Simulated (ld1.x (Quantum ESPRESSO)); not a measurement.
## V (Z = 23): TM pseudisation with PBE, fully relativistic reference atom.

```json
{
 "Element": "V (Z = 23)",
 "Generator": "ld1.x (Quantum ESPRESSO) 7.5",
 "Type": "norm-conserving Troullier–Martins (Kleinman–Bylander form)",
 "Functional": "PBE",
 "Relativity": "fully relativistic",
 "Frozen core": "[Ar]",
 "Valence charge": "5",
 "Reference configuration": "3d3 4s2 4p0",
 "Partial waves": "4s (bound): rc 2.25 bohr; 4p (bound, empty): rc 4.10 bohr; 3d (bound): rc 2.10 bohr",
 "Local potential": "all-electron potential smoothed inside 2.50 bohr (lloc = -1)",
 "Core correction": "Bessel-smoothed model core, default radius (core density twice the valence density)"
}
```

Open shells are filled in proportion to 2j + 1 (rel_dist='average').

Calculated quality:

```
Cutoffs needed           : 50 Ry and 70 Ry (the cutoffs (Ry, on a coarse ladder) from which the occupation-weighted sum of valence levels, in a spherical-Bessel basis at the reference potential, stays within 10 and 1 mRy of its value at 400 Ry)
Ghost test               : no extra level below or beside the all-electron valence levels (s, p1/2, p3/2, d3/2, d5/2, f tested) (spherical-Bessel basis up to 400 Ry, 20 bohr box)
Largest excitation error : -313 meV (all-electron minus pseudo) for 3d2 4s0 4p0, out of 7 test configurations
```

Generation and tests took about 1.3 s on one core of a shared server CPU.
